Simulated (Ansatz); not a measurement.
```xyz
2

O     0.0000    0.0000   -0.0998
H     0.0000    0.0000    0.7985
```

Basis set: cc-pVDZ (spherical functions). Left uncorrelated: 1 orbital. Charge 0, multiplicity 2.

Computed with Ansatz (development build ahead of 0.2.0); each method stands on the lowest determinant of its kind that the runs found.

The atomization energy at this shape (free ground-state atoms in the same class of orbitals less the molecule, no zero-point energy) of doublet OH:

```tsv
method	atomization energy
UHF-MP2	3.89 eV
```

Task: What does UHF give?

Result: 2.68 eV. Caution: the shape is not the minimum.
